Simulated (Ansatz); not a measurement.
CH8AlNSi can be A, `CN[SiH2][AlH2]`, or B, `C[SiH2][NH][AlH2]`.

Isolated molecules relaxed with PBE0-D4/def2-TZVP in Ansatz; ΔE leaves out vibrations. CCSD(T)/CBS is the MP2 limit (def2-TZVPP, def2-QZVPP) plus CCSD(T) − MP2 in def2-TZVPP, frozen cores. Functionals use def2-TZVPP. B3LYP here is the variant with VWN-RPA as its local correlation; programs differ in this. Each species was taken in one conformer, which may not be the lowest.

(1) Which isomer does CCSD(T)/CBS put lower? Give the gap. (Estimate.)

(2) Give E(B) − E(A) in kcal/mol with ωB97M-V, B3LYP, CCSD/def2-TZVPP, PBE-D4, r2SCAN-D4, MP2/def2-TZVPP, HF/def2-TZVPP. (Best estimate.)

Largest T1 diagnostic: 0.011.

Results:

(1) The calculation gave: B, by 50.1 kcal/mol.

(2) Computed: ωB97M-V -51.0, B3LYP -48.3, CCSD/def2-TZVPP -49.8, PBE-D4 -44.5, r2SCAN-D4 -49.7, MP2/def2-TZVPP -53.1, HF/def2-TZVPP -49.7. None reverses the order clearly.

From PBE to PBE0 (25 % exact exchange), in def2-TZVPP and without D4, E(B) − E(A) moves by −1.4 kcal/mol.
